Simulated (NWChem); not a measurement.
**HCu**

```xyz
2

Cu     0.0000     0.0000     0.0488
H      0.0000     0.0000    -1.4145
```
Charge 0, spin multiplicity 1.

All runs are NWChem calculations. The geometry was optimised at PBE/def2-SVP, a minimum by its harmonic frequencies.

Symmetry labels belong to the abelian group C2v used in the runs, with the axes of the coordinates shown; states degenerate in a higher group split over its labels.

The structure started from a generated list of species.

Task: List the lowest 5 singlet excitations that CIS/def2-SVPD gives, with oscillator strengths.

Result: 
```json
[
 {"state": "1", "symmetry": "a1", "energy (eV)": "3.74", "wavelength (nm)": "332", "f": "0.066"},
 {"state": "2", "symmetry": "b2", "energy (eV)": "5.29", "wavelength (nm)": "234", "f": "0.005"},
 {"state": "3", "symmetry": "b1", "energy (eV)": "5.29", "wavelength (nm)": "234", "f": "0.005"},
 {"state": "4", "symmetry": "a2", "energy (eV)": "5.33", "wavelength (nm)": "233", "f": "0.000"},
 {"state": "5", "symmetry": "a1", "energy (eV)": "5.33", "wavelength (nm)": "233", "f": "0.000"}
]
```
